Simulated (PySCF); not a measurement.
C₄H₄ClF, SMILES C(=C/F)/C(Cl)=C.

Coordinates come from a PBE0-D3(BJ)/def2-SVP optimisation. The structure was generated by enumeration; whether it is a known compound was not checked. The values are those of a single conformer.

Level of theory: SMD-M06-2X/6-31G* (PySCF).

Solvation free energies are E(SMD) − E(gas) at the gas-phase geometry, for 1 M in both phases. In vacuum the dipole moment is 2.62 D.

### Question
Rank water, tetrahydrofuran, acetone by solvation free energy, most negative first.

### Answer
acetone (-4.8 kcal/mol), tetrahydrofuran (-4.0 kcal/mol), water (-0.6 kcal/mol)
